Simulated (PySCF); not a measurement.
Isomers of C6H10FNSi2, mass 171.034 u with the commonest isotopes. The calculation used PBE0/pcSseg-1 in PySCF (dipole) on a GFN2-xTB geometry, gas phase. One conformer each, none proved a minimum here; rigid rotors.

Question: Order these by rotational constant B, smallest first.
A. `[CH2:1]=[C:2]([CH3:3])[SiH2:4]/[C:5]([F:6])=[CH:7]\[SiH2:8][C:9]#[N:10]` with C1–C2–Si4–C5 126°, C2–Si4–C5–F6 -68°, C5–C7–Si8–C9 -53°
B. `[CH2:1]=[C:2]([CH3:3])[Si@@H:4]1[CH2:5][C@@H:6]([C:7]#[N:8])[Si@H:9]1[F:10]` with C1–C2–Si4–C5 -9°, C2–Si4–C5–C6 -125°, Si4–C5–C6–C7 -112°, C5–C6–Si9–F10 -120°, C2–Si4–Si9–C6 120°
C. `[F:1][c:2]1[cH:3][cH:4][cH:5][c:6]([SiH2:7][NH:8][SiH3:9])[cH:10]1` with C5–C6–Si7–N8 51°, C6–Si7–N8–Si9 -176°
D. `[CH2:1]=[C:2]([CH3:3])[Si@@H:4]1[CH2:5][C@@H:6]([C:7]#[N:8])[Si@@H:9]1[F:10]` with C1–C2–Si4–C5 -136°, C2–Si4–C5–C6 -108°, Si4–C5–C6–C7 -131°, C5–C6–Si9–F10 121°, C2–Si4–Si9–C6 106°
E. `[CH2:1]=[CH:2]/[C:3](=[CH:4]\[C@H:5]([SiH3:6])[C:7]#[N:8])[SiH2:9][F:10]` with C1–C2–C3–C4 -176°, C3–C4–C5–Si6 -89°, C2–C3–Si9–F10 -60°
F. `[N:1]#[C:2][C@@H:3]1[SiH2:4][C@@H:5]([SiH3:6])[CH2:7]/[C:8]1=[CH:9]\[F:10]` with C2–C3–Si4–C5 -110°, C3–Si4–C5–Si6 -102°, Si4–C5–C7–C8 -39°, C5–C7–C8–C9 -129°

Answer: C (396.9 MHz), E (487.8 MHz), B (587.9 MHz), D (606.2 MHz), A (701.3 MHz), F (855.4 MHz).

Question: Order these by dipole moment, largest first.
A. `[N:1]#[C:2][C@@H:3]1[SiH2:4][C@@H:5]([SiH3:6])[CH2:7]/[C:8]1=[CH:9]\[F:10]` with C2–C3–Si4–C5 -110°, C3–Si4–C5–Si6 -102°, Si4–C5–C7–C8 -39°, C5–C7–C8–C9 -129°
B. `[CH3:1][CH2:2][Si@@H:3]1[CH2:4][Si@@H:5]([C:6]#[N:7])[CH:8]=[C:9]1[F:10]` with C1–C2–Si3–C4 56°, C2–Si3–C4–Si5 -100°, Si3–C4–Si5–C6 -129°, C4–Si5–C8–C9 9°, C2–Si3–C9–C8 107°
C. `[F:1][c:2]1[cH:3][cH:4][cH:5][c:6]([SiH2:7][NH:8][SiH3:9])[cH:10]1` with C5–C6–Si7–N8 51°, C6–Si7–N8–Si9 -176°
D. `[CH2:1]=[C:2]([CH3:3])[Si@@H:4]1[CH2:5][C@@H:6]([C:7]#[N:8])[Si@H:9]1[F:10]` with C1–C2–Si4–C5 -9°, C2–Si4–C5–C6 -125°, Si4–C5–C6–C7 -112°, C5–C6–Si9–F10 -120°, C2–Si4–Si9–C6 120°
E. `[CH2:1]=[CH:2]/[C:3](=[CH:4]\[C@H:5]([SiH3:6])[C:7]#[N:8])[SiH2:9][F:10]` with C1–C2–C3–C4 -176°, C3–C4–C5–Si6 -89°, C2–C3–Si9–F10 -60°
F. `[CH2:1]=[C:2]([CH3:3])[Si@@H:4]1[CH2:5][C@@H:6]([C:7]#[N:8])[Si@@H:9]1[F:10]` with C1–C2–Si4–C5 -136°, C2–Si4–C5–C6 -108°, Si4–C5–C6–C7 -131°, C5–C6–Si9–F10 121°, C2–Si4–Si9–C6 106°
G. `[CH2:1]=[C:2]([CH3:3])[SiH2:4]/[C:5]([F:6])=[CH:7]\[SiH2:8][C:9]#[N:10]` with C1–C2–Si4–C5 126°, C2–Si4–C5–F6 -68°, C5–C7–Si8–C9 -53°

Answer: D (6.33 D), F (4.96 D), B (4.55 D), E (4.33 D), A (3.63 D), G (2.20 D), C (1.62 D).

Question: Order these by radius of gyration √(Σ m r²/M), largest first.
A. `[CH2:1]=[CH:2]/[C:3](=[CH:4]\[C@H:5]([SiH3:6])[C:7]#[N:8])[SiH2:9][F:10]` with C1–C2–C3–C4 -176°, C3–C4–C5–Si6 -89°, C2–C3–Si9–F10 -60°
B. `[N:1]#[C:2][C@@H:3]1[SiH2:4][C@@H:5]([SiH3:6])[CH2:7]/[C:8]1=[CH:9]\[F:10]` with C2–C3–Si4–C5 -110°, C3–Si4–C5–Si6 -102°, Si4–C5–C7–C8 -39°, C5–C7–C8–C9 -129°
C. `[CH2:1]=[C:2]([CH3:3])[Si@@H:4]1[CH2:5][C@@H:6]([C:7]#[N:8])[Si@H:9]1[F:10]` with C1–C2–Si4–C5 -9°, C2–Si4–C5–C6 -125°, Si4–C5–C6–C7 -112°, C5–C6–Si9–F10 -120°, C2–Si4–Si9–C6 120°
D. `[F:1][c:2]1[cH:3][cH:4][cH:5][c:6]([SiH2:7][NH:8][SiH3:9])[cH:10]1` with C5–C6–Si7–N8 51°, C6–Si7–N8–Si9 -176°
E. `[CH2:1]=[C:2]([CH3:3])[Si@@H:4]1[CH2:5][C@@H:6]([C:7]#[N:8])[Si@@H:9]1[F:10]` with C1–C2–Si4–C5 -136°, C2–Si4–C5–C6 -108°, Si4–C5–C6–C7 -131°, C5–C6–Si9–F10 121°, C2–Si4–Si9–C6 106°

Answer: D (2.889 Å), A (2.735 Å), C (2.523 Å), E (2.476 Å), B (2.385 Å).

| SMILES | point group | Ia (u·Å²) | Ib (u·Å²) | Ic (u·Å²) | κ | μa (D) | μb (D) | μc (D) |
| --- | --- | --- | --- | --- | --- | --- | --- | --- |
| C=C(C)[Si@@H]1C[C@@H](C#N)[Si@@H]1F | C1 | 303.60 | 833.63 | 959.83 | -0.86 | 4.95 | 0.30 | 0.05 |
| N#C[C@@H]1[SiH2][C@@H]([SiH3])C/C1=C\F | C1 | 441.46 | 590.83 | 914.03 | 0.02 | 3.14 | 0.92 | 1.56 |
| C=C(C)[Si@@H]1C[C@@H](C#N)[Si@H]1F | C1 | 284.13 | 859.64 | 1033.10 | -0.85 | 5.84 | 0.37 | 2.42 |
| C=C(C)[SiH2]/C(F)=C\[SiH2]C#N | C1 | 417.29 | 720.60 | 978.65 | -0.47 | 0.62 | 2.02 | 0.62 |
| CC[Si@@H]1C[Si@@H](C#N)C=C1F | C1 | 327.23 | 818.60 | 948.42 | -0.83 | 3.93 | 2.21 | 0.63 |
| C=C/C(=C\[C@H]([SiH3])C#N)[SiH2]F | C1 | 335.82 | 1035.97 | 1187.50 | -0.88 | 0.64 | 4.04 | 1.41 |
| Fc1cccc([SiH2]N[SiH3])c1 | C1 | 192.52 | 1273.46 | 1389.48 | -0.97 | 0.56 | 1.44 | 0.47 |
